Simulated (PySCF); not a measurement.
scandium atom (Sc), doublet (typed; the unrestricted solution is spin-contaminated); PySCF with TPSS/cc-pVTZ.

Here is a job for PySCF.
```python
from pyscf import gto, scf, dft

mol = gto.M(
    atom='''
Sc    0.00000000    0.00000000    0.00000000
''',
    basis='cc-pvtz',
    spin=1,
    verbose=4,
)

mf = dft.UKS(mol)
mf.xc = 'tpss'
mf.diis_space = 2
mf.kernel()
```

Problem. What does PySCF print? Leave out banner, timings and long lists.

Solution. 
```
PySCF version 2.14.0

[INPUT] verbose = 4
[INPUT] num. atoms = 1
[INPUT] num. electrons = 21
[INPUT] charge = 0
[INPUT] spin (= nelec alpha-beta = 2S) = 1
[INPUT] symmetry False subgroup None
[INPUT] Mole.unit = angstrom
[INPUT] Symbol           X                Y                Z      unit          X                Y                Z       unit  Magmom
[INPUT]  1 Sc     0.000000000000   0.000000000000   0.000000000000 AA    0.000000000000   0.000000000000   0.000000000000 Bohr   0.0

nuclear repulsion = 0
number of shells = 9
number of NR pGTOs = 131
number of NR cGTOs = 68
basis = cc-pvtz
ecp = {}

******** <class 'pyscf.dft.uks.UKS'> ********
method = UKS
initial guess = minao
damping factor = 0
level_shift factor = 0
DIIS = <class 'pyscf.scf.diis.CDIIS'>
diis_start_cycle = 1
diis_space = 2
diis_damp = 0
SCF conv_tol = 1e-09
SCF conv_tol_grad = None
SCF max_cycles = 50
direct_scf = True
direct_scf_tol = 1e-13
number electrons alpha = 11  beta = 10
XC library pyscf.dft.libxc version 7.1.2
    S. Lehtola, C. Steigemann, M. J. T. Oliveira, and M. A. L. Marques,  SoftwareX 7, 1–5 (2018)
XC functionals = tpss
    J. Tao, J. P. Perdew, V. N. Staroverov, and G. E. Scuseria,  Phys. Rev. Lett. 91, 146401 (2003)
    J. P. Perdew, J. Tao, V. N. Staroverov, and G. E. Scuseria,  J. Chem. Phys. 120, 6898 (2004)
    J. Tao, J. P. Perdew, V. N. Staroverov, and G. E. Scuseria,  Phys. Rev. Lett. 91, 146401 (2003)
    J. P. Perdew, J. Tao, V. N. Staroverov, and G. E. Scuseria,  J. Chem. Phys. 120, 6898 (2004)
radial grids:
    Treutler-Ahlrichs [JCP 102, 346 (1995); DOI:10.1063/1.469408] (M4) radial grids

becke partition: Becke, JCP 88, 2547 (1988); DOI:10.1063/1.454033
pruning grids: <function nwchem_prune>
grids dens level: 3
symmetrized grids: False
atomic radii adjust function: <function treutler_atomic_radii_adjust>
small_rho_cutoff = 0
Set gradient conv threshold to 3.16228e-05
tot grids = 20640
init E= -760.405012091217

cycle= 1 E= -759.749152815102  delta_E= 0.656  |g|= 1.26  |ddm|=  5.5
cycle= 2 E= -758.921478850932  delta_E= 0.828  |g|= 1.96  |ddm|= 14.5
cycle= 3 E= -760.572259298427  delta_E= -1.65  |g|= 0.403  |ddm|= 13.7
cycle= 4 E= -760.638320327245  delta_E= -0.0661  |g|= 0.0694  |ddm|=  3.1
cycle= 5 E= -760.640499386593  delta_E= -0.00218  |g|= 0.0264  |ddm|= 0.826
cycle= 6 E= -760.642206694921  delta_E= -0.00171  |g|= 0.0177  |ddm|= 0.252
cycle= 7 E= -760.643100527373  delta_E= -0.000894  |g|= 0.021  |ddm|= 0.158
cycle= 8 E= -760.643663715823  delta_E= -0.000563  |g|= 0.0186  |ddm|= 0.0983
cycle= 9 E= -760.643804151078  delta_E= -0.00014  |g|= 0.032  |ddm|= 0.311
cycle= 10 E= -760.644288067482  delta_E= -0.000484  |g|= 0.00852  |ddm|= 0.177
cycle= 11 E= -760.644359175779  delta_E= -7.11e-05  |g|= 0.00213  |ddm|= 0.0443
cycle= 12 E= -760.644366497446  delta_E= -7.32e-06  |g|= 0.000484  |ddm|= 0.018
cycle= 13 E= -760.64436710218  delta_E= -6.05e-07  |g|= 0.000209  |ddm|= 0.00461
cycle= 14 E= -760.644367225916  delta_E= -1.24e-07  |g|= 0.000341  |ddm|= 0.00351
cycle= 15 E= -760.644367268958  delta_E= -4.3e-08  |g|= 9.84e-05  |ddm|= 0.00145
cycle= 16 E= -760.644367316674  delta_E= -4.77e-08  |g|= 7.32e-05  |ddm|= 0.000984
cycle= 17 E= -760.644367384017  delta_E= -6.73e-08  |g|= 8.2e-05  |ddm|= 0.00166
cycle= 18 E= -760.644367379851  delta_E= 4.17e-09  |g|= 6.53e-05  |ddm|= 0.000413
cycle= 19 E= -760.644367414288  delta_E= -3.44e-08  |g|= 5.5e-05  |ddm|= 0.000822
cycle= 20 E= -760.64436745275  delta_E= -3.85e-08  |g|= 5.44e-05  |ddm|= 0.000932
cycle= 21 E= -760.644367525063  delta_E= -7.23e-08  |g|= 5.51e-05  |ddm|= 0.00177
cycle= 22 E= -760.644367511436  delta_E= 1.36e-08  |g|= 5.39e-05  |ddm|= 0.000343
cycle= 23 E= -760.644367545245  delta_E= -3.38e-08  |g|= 5.36e-05  |ddm|= 0.000827
cycle= 24 E= -760.644367621162  delta_E= -7.59e-08  |g|= 5.35e-05  |ddm|= 0.00187
cycle= 25 E= -760.64436762122  delta_E= -5.82e-11  |g|= 5.37e-05  |ddm|= 5.79e-05
cycle= 26 E= -760.644367651118  delta_E= -2.99e-08  |g|= 5.3e-05  |ddm|= 0.00074
cycle= 27 E= -760.644367685522  delta_E= -3.44e-08  |g|= 5.28e-05  |ddm|= 0.000854
cycle= 28 E= -760.644367750083  delta_E= -6.46e-08  |g|= 5.31e-05  |ddm|= 0.00161
cycle= 29 E= -760.644367738827  delta_E= 1.13e-08  |g|= 5.26e-05  |ddm|= 0.000287
cycle= 30 E= -760.644367771443  delta_E= -3.26e-08  |g|= 5.23e-05  |ddm|= 0.000817
cycle= 31 E= -760.644367845838  delta_E= -7.44e-08  |g|= 5.23e-05  |ddm|= 0.00188
cycle= 32 E= -760.644367839509  delta_E= 6.33e-09  |g|= 5.24e-05  |ddm|= 0.00017
cycle= 33 E= -760.644367871406  delta_E= -3.19e-08  |g|= 5.17e-05  |ddm|= 0.000808
cycle= 34 E= -760.644367907254  delta_E= -3.58e-08  |g|= 5.16e-05  |ddm|= 0.000912
cycle= 35 E= -760.644367963258  delta_E= -5.6e-08  |g|= 5.19e-05  |ddm|= 0.00143
cycle= 36 E= -760.64436795586  delta_E= 7.4e-09  |g|= 5.13e-05  |ddm|= 0.000197
cycle= 37 E= -760.64436798562  delta_E= -2.98e-08  |g|= 5.11e-05  |ddm|= 0.000764
cycle= 38 E= -760.644368058713  delta_E= -7.31e-08  |g|= 5.11e-05  |ddm|= 0.00189
cycle= 39 E= -760.644368049135  delta_E= 9.58e-09  |g|= 5.11e-05  |ddm|= 0.000255
cycle= 40 E= -760.644368081235  delta_E= -3.21e-08  |g|= 5.05e-05  |ddm|= 0.000833
cycle= 41 E= -760.644368118466  delta_E= -3.72e-08  |g|= 5.03e-05  |ddm|= 0.000971
cycle= 42 E= -760.644368164592  delta_E= -4.61e-08  |g|= 5.07e-05  |ddm|= 0.00121
cycle= 43 E= -760.644368162481  delta_E= 2.11e-09  |g|= 5e-05  |ddm|= 7.25e-05
cycle= 44 E= -760.644368189404  delta_E= -2.69e-08  |g|= 4.98e-05  |ddm|= 0.000709
cycle= 45 E= -760.644368260241  delta_E= -7.08e-08  |g|= 4.99e-05  |ddm|= 0.00188
cycle= 46 E= -760.644368247249  delta_E= 1.3e-08  |g|= 4.98e-05  |ddm|= 0.00035
cycle= 47 E= -760.644368279461  delta_E= -3.22e-08  |g|= 4.92e-05  |ddm|= 0.000858
cycle= 48 E= -760.644368318607  delta_E= -3.91e-08  |g|= 4.91e-05  |ddm|= 0.00105
cycle= 49 E= -760.644368356499  delta_E= -3.79e-08  |g|= 4.94e-05  |ddm|= 0.00102
cycle= 50 E= -760.644368358297  delta_E= -1.8e-09  |g|= 4.87e-05  |ddm|= 6.43e-05
SCF not converged.
SCF energy = -760.644368358297 after 50 cycles  <S^2> = 1.1774857  2S+1 = 2.3895486
```

The run did not converge; its last values are not results.
